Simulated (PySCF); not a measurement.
C5H5Cl, SMILES C#C/C(C)=C/Cl.

The structure is a stationary point at PBE-D3(BJ)/def2-SVP. The structure was generated by enumeration; whether it is a known compound was not checked.

The numbers are results of PBE0/def2-TZVP in PySCF, not measurements.

Symmetry labels are those of the subgroup Cs that the program uses (full group Cs).

### Question
List the valence orbital energies around the gap with their symmetry. (The exact figures need the calculation; the answer reports its results.)

### Answer

```
orbital  symmetry  energy (eV)
-------  --------  -----------
HOMO−7         A"       -12.16
HOMO−6         A'       -11.30
HOMO−5         A'       -11.07
HOMO−4         A"       -10.45
HOMO−3         A'        -9.11
HOMO−2         A"        -9.09
HOMO−1         A'        -8.14
HOMO           A"        -6.83
LUMO           A"        -1.15
LUMO+1         A'         0.34
LUMO+2         A'         1.50
LUMO+3         A'         1.76
```
